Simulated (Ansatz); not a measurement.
Consider the atomization: `N#CCB(O)F` → B• + 2 C• + F• + 3 H• + N• + O•.

Isolated molecules relaxed with PBE0-D4/def2-TZVP in Ansatz; ΔE leaves out vibrations. CCSD(T)/CBS is the MP2 limit (def2-TZVPP, def2-QZVPP) plus CCSD(T) − MP2 in def2-TZVPP, frozen cores. This one scheme is used for every species, atoms too. For atomizations the MP2-based limit and the directly extrapolated one differ by several kJ/mol either way, and by 10 to 25 for some Ge, Se and Sn compounds, so smaller differences from it don't rank the levels. No spin–orbit coupling; open shells (•) take unrestricted orbitals. Spin–orbit coupling would lower the free atoms: a little for B, C, F, O. Each species was taken in one conformer, which may not be the lowest.

```json
{"species": "`N#CCB(O)F`", "CCSD(T)/CBS(def2) energy (Eh)": "-332.48601"}
{"species": "B•", "CCSD(T)/CBS(def2) energy (Eh)": "-24.60433"}
{"species": "C•", "CCSD(T)/CBS(def2) energy (Eh)": "-37.79194"}
{"species": "F•", "CCSD(T)/CBS(def2) energy (Eh)": "-99.66871"}
{"species": "H•", "CCSD(T)/CBS(def2) energy (Eh)": "-0.50000"}
{"species": "N•", "CCSD(T)/CBS(def2) energy (Eh)": "-54.53257"}
{"species": "O•", "CCSD(T)/CBS(def2) energy (Eh)": "-75.00631"}
```

Task: Work out ΔE.

Result: ΔE = 3 × (-0.50000) + 2 × (-37.79194) + (-24.60433) + (-99.66871) + (-54.53257) + (-75.00631) − (-332.48601) = 1.59021 Eh = +4175.1 kJ/mol.

Largest T1 diagnostic among the species: 0.014.

The D4 term adds +24.4 kJ/mol with B3LYP and +12.8 kJ/mol with PBE0; it sums over pairs of atoms, weighted by their polarisabilities, and B3LYP, whose exchange is more repulsive, gets the larger term. At CCSD(T), def2-SVP lies −181.2 kJ/mol from the extrapolated value and def2-TZVPP −110.3 kJ/mol: correlation converges slowly with the basis, and small sets miss more of it in the bonded molecule than in its fragments.

B3LYP here is the variant with VWN-RPA as its local correlation; programs differ in this.
